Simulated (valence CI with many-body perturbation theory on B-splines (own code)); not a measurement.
## Xe XL: electric-dipole lines

Method: valence CI with perturbative core correlation (CI+MBPT): five valence electrons over a frozen Dirac-Fock core [Ne], a basis of 11 s, 11 p, 10 d, 8 f, 5 g, 2 h functions for each j, with the one-electron correlation potential Σ1 (screened to all orders), the two-electron term Σ2, the three-electron term Σ3, Breit, model QED; selected single and double excitations, second order for the rest, scaled by the run's own slope (own B-spline code, finite nucleus).

The last digits are not significant, and no measured levels were compared; by estimate large intervals hold to a few tenths of a per cent, small ones and those within an open d or f shell to about a per cent. Among the levels kept, up to 4700 cm⁻¹ of a level comes from second order outside the variational space, and about a tenth of that is noise between levels of different J, which matters for small intervals.

Lines 1 to 50 of 547 in falling wavelength, among levels below 543.13 eV, chosen from the strongest by gf and those to the six lowest levels. Wavelengths and rates use the calculated energies. Electric multipoles are in the length gauge with retardation, E1 and E2 with the static RPA response of the core. Weak lines are less certain than strong ones. Lines between different terms over intervals too small for the method are left out, as are lines whose strength nearly cancels. The highest levels of a list are the least certain.

Levels are named by their leading jj configuration (3d3/2^4 stands for four electrons in 3d with j = 3/2), which in mixed levels can hold well under half, so a name can repeat and another be missing. Letters in brackets count levels of one name in rising energy.

```tsv
λ vac (nm)	Upper	Lower	A (s⁻¹)	log gf	Branch %
32.96	(3s 3p1/2^2 3p3/2^2) J=3/2	(3s^2 3p3/2^3) J=3/2	2.38e+07	-2.81	0.0
20.07	(3s^2 3p1/2 3p3/2 3d3/2) J=3/2 [a]	(3s^2 3p3/2^3) J=3/2	2.40e+07	-3.24	0.1
17.13	(3s^2 3p1/2^2 3d3/2) J=3/2	(3s^2 3p1/2 3p3/2^2) J=5/2	1.69e+08	-2.53	9.3
16.06	(3s^2 3p1/2 3p3/2 3d5/2) J=3/2 [a]	(3s^2 3p3/2^3) J=3/2	1.72e+08	-2.57	18.5
14.91	(3s^2 3p1/2 3p3/2 3d5/2) J=5/2 [a]	(3s^2 3p3/2^3) J=3/2	4.03e+08	-2.09	1.8
14.04	(3s^2 3p1/2 3p3/2 3d3/2) J=5/2 [b]	(3s^2 3p3/2^3) J=3/2	2.98e+08	-2.28	0.1
13.84	(3s 3p1/2^2 3p3/2^2) J=5/2	(3s^2 3p1/2 3p3/2^2) J=5/2	1.25e+09	-1.67	23.7
13.39	(3s^2 3p1/2 3p3/2 3d3/2) J=1/2 [b]	(3s^2 3p3/2^3) J=3/2	5.09e+08	-2.56	0.1
13.11	(3s 3p1/2^2 3p3/2 3d5/2) J=9/2	(3s^2 3p1/2 3p3/2 3d5/2) J=9/2	3.15e+09	-1.09	28.1
13.00	(3s 3p1/2^2 3d5/2^2) J=9/2	(3s 3p1/2 3p3/2^2 3d5/2) J=7/2 [b]	3.38e+09	-1.07	3.9
12.86	(3s 3p1/2 3p3/2^2 3d3/2) J=9/2 [b]	(3s^2 3p3/2^2 3d3/2) J=7/2	3.03e+09	-1.12	1.7
12.85	(3s 3p1/2^2 3p3/2 3d5/2) J=7/2 [a]	(3s^2 3p1/2 3p3/2 3d5/2) J=5/2 [b]	2.84e+09	-1.25	3.4
12.69	(3s 3p1/2^2 3p3/2^2) J=5/2	(3s^2 3p1/2 3p3/2^2) J=3/2	2.20e+09	-1.50	41.8
12.62	(3s 3p1/2 3p3/2^2 3d5/2) J=9/2 [b]	(3s^2 3p3/2^2 3d5/2) J=7/2	2.61e+09	-1.20	10.2
12.46	(3s 3p1/2^2 3p3/2 3d3/2) J=7/2	(3s^2 3p1/2 3p3/2 3d3/2) J=7/2	3.69e+09	-1.16	38.3
12.11	(3s 3p1/2 3p3/2^2 3d5/2) J=11/2	(3s^2 3p3/2^2 3d5/2) J=9/2	8.07e+09	-0.67	17.9
12.04	(3s 3p1/2^2 3p3/2 3d3/2) J=5/2 [a]	(3s^2 3p1/2 3p3/2 3d3/2) J=5/2 [a]	4.24e+09	-1.26	31.4
12.03	(3s 3p1/2^2 3p3/2 3d5/2) J=9/2	(3s^2 3p1/2 3p3/2 3d5/2) J=7/2 [a]	8.04e+09	-0.76	71.7
11.89	(3s 3p1/2^2 3d5/2^2) J=5/2	(3s^2 3p1/2 3d3/2 3d5/2) J=5/2 [b]	4.49e+09	-1.24	2.7
11.88	(3s 3p1/2 3p3/2^2 3d5/2) J=7/2 [f]	(3s^2 3p3/2^2 3d5/2) J=5/2 [b]	4.36e+09	-1.13	1.1
11.86	(3s 3p1/2^2 3d3/2^2) J=5/2	(3s^2 3p1/2 3d3/2^2) J=5/2	5.21e+09	-1.18	21.4
11.76	(3s^2 3p1/2 3p3/2 3d5/2) J=5/2 [b]	(3s^2 3p3/2^3) J=3/2	7.55e+08	-2.03	0.3
11.63	(3s^2 3p1/2 3p3/2 3d5/2) J=1/2	(3s^2 3p3/2^3) J=3/2	1.43e+09	-2.24	0.8
11.59	(3s^2 3p1/2^2 3d5/2) J=5/2	(3s^2 3p1/2 3p3/2^2) J=5/2	2.09e+09	-1.60	2.4
11.40	(3s 3p1/2^2 3p3/2^2) J=1/2	(3s^2 3p1/2 3p3/2^2) J=1/2	1.11e+10	-1.37	13.6
11.34	(3s 3p1/2^2 3p3/2 3d5/2) J=5/2 [a]	(3s^2 3p1/2 3p3/2 3d5/2) J=5/2 [a]	5.52e+09	-1.20	8.5
11.01	(3s^2 3p1/2 3p3/2 3d5/2) J=3/2 [c]	(3s^2 3p3/2^3) J=3/2	1.07e+08	-3.11	0.1
10.88	(3s 3p1/2^2 3p3/2 3d5/2) J=3/2 [a]	(3s^2 3p1/2 3p3/2 3d5/2) J=5/2 [a]	1.01e+10	-1.14	17.4
10.80	(3s 3p1/2^2 3d5/2^2) J=9/2	(3s 3p1/2 3p3/2^2 3d5/2) J=9/2 [b]	5.52e+09	-1.02	6.3
10.78	(3s 3p1/2^2 3d3/2 3d5/2) J=9/2	(3s 3p1/2 3p3/2^2 3d3/2) J=9/2 [a]	3.97e+09	-1.16	3.7
10.77	(3s^2 3p1/2^2 3d5/2) J=5/2	(3s^2 3p1/2 3p3/2^2) J=3/2	3.67e+09	-1.42	4.1
10.75	(3s 3p1/2^2 3p3/2 3d5/2) J=5/2 [a]	(3s^2 3p1/2 3p3/2 3d5/2) J=3/2 [a]	6.82e+09	-1.15	10.5
10.73	(3s 3p1/2 3p3/2^2 3d3/2) J=7/2 [d]	(3s^2 3p3/2^2 3d3/2) J=7/2	5.04e+09	-1.16	1.1
10.71	(3s 3p1/2^2 3p3/2 3d5/2) J=5/2 [b]	(3s^2 3p1/2 3p3/2 3d5/2) J=7/2 [b]	8.84e+09	-1.04	4.8
10.67	(3s 3p1/2 3p3/2^2 3d5/2) J=7/2 [e]	(3s^2 3p3/2^2 3d5/2) J=5/2 [a]	5.53e+09	-1.12	1.1
10.65	(3s 3p1/2 3p3/2^3) J=5/2	(3s^2 3p3/2^3) J=3/2	4.91e+09	-1.30	1.9
10.50	(3s 3p1/2 3p3/2^2 3d5/2) J=5/2 [g]	(3s^2 3p3/2^2 3d5/2) J=5/2 [b]	6.77e+09	-1.17	1.1
10.36	(3s 3p1/2^2 3d5/2^2) J=7/2	(3s 3p1/2 3p3/2^2 3d5/2) J=9/2 [b]	1.16e+10	-0.83	9.6
10.34	(3s 3p1/2^2 3p3/2^2) J=3/2	(3s^2 3p1/2 3p3/2^2) J=5/2	1.19e+10	-1.12	9.2
10.31	(3s 3p1/2^2 3d3/2 3d5/2) J=7/2 [b]	(3s 3p1/2 3p3/2^2 3d3/2) J=9/2 [a]	1.57e+10	-0.70	17.0
10.19	(3s^2 3p1/2 3d5/2^2) J=9/2	(3s^2 3p3/2^2 3d5/2) J=7/2	4.49e+09	-1.16	2.3
10.17	(3p1/2^2 3p3/2^3) J=3/2	(3s 3p1/2 3p3/2^3) J=5/2	1.10e+10	-1.17	4.9
10.06	(3p1/2^2 3p3/2^2 3d3/2) J=3/2	(3s^2 3p1/2 3d3/2 3d5/2) J=5/2 [a]	9.01e+09	-1.26	7.2
9.992	(3s 3p1/2^2 3p3/2 3d5/2) J=7/2 [b]	(3s^2 3p1/2 3p3/2 3d5/2) J=9/2	1.25e+10	-0.82	8.2
9.971	(3s 3p1/2^2 3p3/2 3d3/2) J=5/2 [b]	(3s^2 3p1/2 3p3/2 3d3/2) J=7/2	1.34e+10	-0.92	8.5
9.961	(3s 3p1/2 3p3/2^2 3d5/2) J=7/2 [c]	(3s^2 3p3/2^2 3d5/2) J=7/2	5.05e+09	-1.22	2.1
9.750	(3s 3p1/2^2 3d5/2^2) J=5/2	(3s^2 3p1/2 3d3/2 3d5/2) J=7/2	1.11e+10	-1.02	6.8
9.683	(3s 3p1/2^2 3p3/2^2) J=3/2	(3s^2 3p1/2 3p3/2^2) J=3/2	5.18e+09	-1.54	4.0
9.639	(3s 3p1/2 3p3/2^3) J=3/2	(3s^2 3p3/2^3) J=3/2	9.51e+09	-1.28	2.3
9.526	(3s 3p1/2 3p3/2^2 3d5/2) J=9/2 [c]	(3s^2 3p3/2^2 3d5/2) J=9/2	9.43e+09	-0.89	4.6
```

Question: How does gf follow from A for the line at 9.961 nm?

Answer: gf = 1.4992 × (2J+1)_upper × A / σ², with σ = 1003892 cm⁻¹ and 2J+1 = 8: gf = 0.0601.
